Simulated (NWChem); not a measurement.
System: C$_{4}$H$_{5}$NS; SMILES Nc1cccs1

Input file for NWChem:

```
start job
memory heap 200 mb stack 900 mb global 1100 mb
geometry units angstroms noautosym nocenter noautoz
  N     -0.044974    -2.193731    -0.097464
  C     -0.196673    -0.805525    -0.013107
  C     -1.348707    -0.061663     0.024047
  C     -1.100611     1.348126     0.003588
  C      0.223680     1.667521    -0.041989
  S      1.217778     0.230352    -0.093443
  H     -0.914898    -2.684432     0.081439
  H      0.689281    -2.567088     0.495754
  H     -2.338613    -0.504147     0.071727
  H     -1.889335     2.092459     0.040182
  H      0.690008     2.642746    -0.036792
end
basis spherical
  * library 6-31g*
end
dft
  xc b3lyp
  iterations 150
end
cosmo
  do_cosmo_smd true
  solvent water
end
task dft energy
```

NWChem printed, in part:

```
             Northwest Computational Chemistry Package (NWChem) 7.3.0
             --------------------------------------------------------

                             Geometry "geometry" -> ""
                             -------------------------

 Output coordinates in angstroms (scale by  1.889725989 to convert to a.u.)

  No.       Tag          Charge          X              Y              Z
 ---- ---------------- ---------- -------------- -------------- --------------
    1 N                    7.0000    -0.04497400    -2.19373100    -0.09746400
    2 C                    6.0000    -0.19667300    -0.80552500    -0.01310700
    3 C                    6.0000    -1.34870700    -0.06166300     0.02404700
    4 C                    6.0000    -1.10061100     1.34812600     0.00358800
    5 C                    6.0000     0.22368000     1.66752100    -0.04198900
    6 S                   16.0000     1.21777800     0.23035200    -0.09344300
    7 H                    1.0000    -0.91489800    -2.68443200     0.08143900
    8 H                    1.0000     0.68928100    -2.56708800     0.49575400
    9 H                    1.0000    -2.33861300    -0.50414700     0.07172700
   10 H                    1.0000    -1.88933500     2.09245900     0.04018200
   11 H                    1.0000     0.69000800     2.64274600    -0.03679200

 Effective nuclear repulsion energy (a.u.)     273.7404639617

                                 NWChem DFT Module
                                 -----------------

 Summary of "ao basis" -> "ao basis" (spherical)
 ------------------------------------------------------------------------------
       Tag                 Description            Shells   Functions and Types
 ---------------- ------------------------------  ------  ---------------------
 N                           6-31g*                  6       14   3s2p1d
 C                           6-31g*                  6       14   3s2p1d
 S                           6-31g*                  8       18   4s3p1d
 H                           6-31g*                  2        2   2s

 in cosmo_initialize ...
 calling solv_data for solv:h2o

 solvent parameters
 solvname_short: h2o
 solvname_long:  water
 dielec:       78.4000
 dielecinf:     1.7769
 aqueous SMD model solvent descriptors
 dielec:       78.4000
 sola:          0.8200

          ---------------
          -cosmo- solvent
          ---------------
 Cosmo: York-Karplus, doi: 10.1021/jp992097l
 dielectric constant -eps-     =  78.40
 screen = (eps-1)/(eps    )    =   0.98724
 surface charge correction     = lagrangian

   van der Waals surface
 --------------------------

[...]

                                COSMO-SMD solvation results
                                ---------------------------

             internal energy in gas <Psi(g)|H|Psi(g)> =      -608.342606356244
         internal energy in solvent <Psi(s)|H|Psi(s)> =      -608.340840096633
                               delta internal energy  =         0.001766259611 (    1.11 kcal/mol)
   total free energy in solvent <Psi(s)|H+V/2|Psi(s)> =      -608.355481288206
 polarization energy contribution <Psi(s)|V/2|Psi(s)> =        -0.014641191574 (   -9.19 kcal/mol)
    total free energy in solvent including G(SMD-CDS) =      -608.350793770923
                       G(SMD-CDS) energy contribution =         0.004687517283 (    2.94 kcal/mol)
     1 M fixed-concentration free energy of solvation =        -0.008187414680 (   -5.14 kcal/mol)

                       DFT Final Molecular Orbital Analysis
                       ------------------------------------

 Vector   24  Occ=2.000000D+00  E=-3.062157D-01
              MO Center= -3.5D-02, -6.6D-01, -1.3D-01, r^2= 4.1D+00
   Bfn.  Coefficient  Atom+Function         Bfn.  Coefficient  Atom+Function
  ----- ------------  ---------------      ----- ------------  ---------------
     5      0.380543   1 N  pz                9      0.304574   1 N  pz
    61     -0.242980   5 C  pz               47     -0.196973   4 C  pz
    79     -0.190624   6 S  pz               65     -0.175381   5 C  pz
    19      0.160645   2 C  pz                3     -0.136059   1 N  px
    51     -0.124825   4 C  pz                6     -0.123043   1 N  s

 Vector   25  Occ=2.000000D+00  E=-2.491174D-01
              MO Center=  1.1D-01,  4.1D-01, -4.5D-02, r^2= 3.0D+00
   Bfn.  Coefficient  Atom+Function         Bfn.  Coefficient  Atom+Function
  ----- ------------  ---------------      ----- ------------  ---------------
    79      0.544360   6 S  pz               83      0.324075   6 S  pz
    33     -0.276277   3 C  pz               47     -0.274415   4 C  pz
    37     -0.212936   3 C  pz               51     -0.205788   4 C  pz
    75     -0.204594   6 S  pz               19     -0.031324   2 C  pz
    77      0.030261   6 S  px

 Vector   26  Occ=2.000000D+00  E=-1.965475D-01
              MO Center= -2.7D-01, -2.0D-01, -7.4D-02, r^2= 3.8D+00
   Bfn.  Coefficient  Atom+Function         Bfn.  Coefficient  Atom+Function
  ----- ------------  ---------------      ----- ------------  ---------------
    61      0.318987   5 C  pz                5      0.313323   1 N  pz
     9      0.294735   1 N  pz               65      0.275347   5 C  pz
    33     -0.265808   3 C  pz               19     -0.263641   2 C  pz
    37     -0.215560   3 C  pz               23     -0.209316   2 C  pz
    47      0.158446   4 C  pz               51      0.117926   4 C  pz

 Vector   27  Occ=0.000000D+00  E= 3.076770D-03
              MO Center= -2.1D-02,  3.6D-01, -2.7D-02, r^2= 3.6D+00
   Bfn.  Coefficient  Atom+Function         Bfn.  Coefficient  Atom+Function
  ----- ------------  ---------------      ----- ------------  ---------------
    65      0.497531   5 C  pz               23      0.451733   2 C  pz
    19      0.376891   2 C  pz               83     -0.359427   6 S  pz
    61      0.346166   5 C  pz               51     -0.337201   4 C  pz
    79     -0.288782   6 S  pz               47     -0.249423   4 C  pz
    37     -0.186783   3 C  pz               92     -0.182110   8 H  s

 Vector   28  Occ=0.000000D+00  E= 2.654838D-02
              MO Center=  1.1D+00,  1.2D-01, -5.6D-02, r^2= 3.4D+00
   Bfn.  Coefficient  Atom+Function         Bfn.  Coefficient  Atom+Function
  ----- ------------  ---------------      ----- ------------  ---------------
    82      1.024914   6 S  py               62     -0.766375   5 C  s
    20      0.750806   2 C  s                21      0.401667   2 C  px
    78      0.388146   6 S  py               63     -0.303063   5 C  px
    92     -0.258570   8 H  s                81      0.234612   6 S  px
    17      0.229542   2 C  px                6      0.203405   1 N  s

 Vector   29  Occ=0.000000D+00  E= 7.984212D-02
              MO Center= -8.1D-01,  4.1D-01, -7.3D-04, r^2= 3.0D+00
   Bfn.  Coefficient  Atom+Function         Bfn.  Coefficient  Atom+Function
  ----- ------------  ---------------      ----- ------------  ---------------
    37      0.682194   3 C  pz               51     -0.632925   4 C  pz
    23     -0.474188   2 C  pz               33      0.388115   3 C  pz
    65      0.378769   5 C  pz               47     -0.363235   4 C  pz
    19     -0.285660   2 C  pz               61      0.193718   5 C  pz
     9      0.170396   1 N  pz               62     -0.126338   5 C  s

     Multipole analysis of the density
     ---------------------------------

     L   x y z        total         alpha         beta         nuclear
     -   - - -        -----         -----         ----         -------
     0   0 0 0     -0.000000    -26.000000    -26.000000     52.000000

     1   1 0 0     -0.443102     -1.045667     -1.045667      1.648232
     1   0 1 0     -0.589696     -0.483638     -0.483638      0.377580
     1   0 0 1      0.603099      1.898171      1.898171     -3.193244

     2   2 0 0    -28.862077   -109.570003   -109.570003    190.277930
     2   1 1 0      1.126878      1.099949      1.099949     -1.073021
     2   1 0 1      0.345907      3.835109      3.835109     -7.324310
     2   0 2 0    -23.882158   -175.234085   -175.234085    326.586012
     2   0 1 1     -2.878284     -0.144748     -0.144748     -2.588789
     2   0 0 2    -34.360122    -18.040462    -18.040462      1.720801
```

Level: B3LYP/6-31G* (spherical d), SMD on the gas-phase geometry. All runs use the structure optimised with B3LYP/6-31G* (spherical d). Solvent: water.
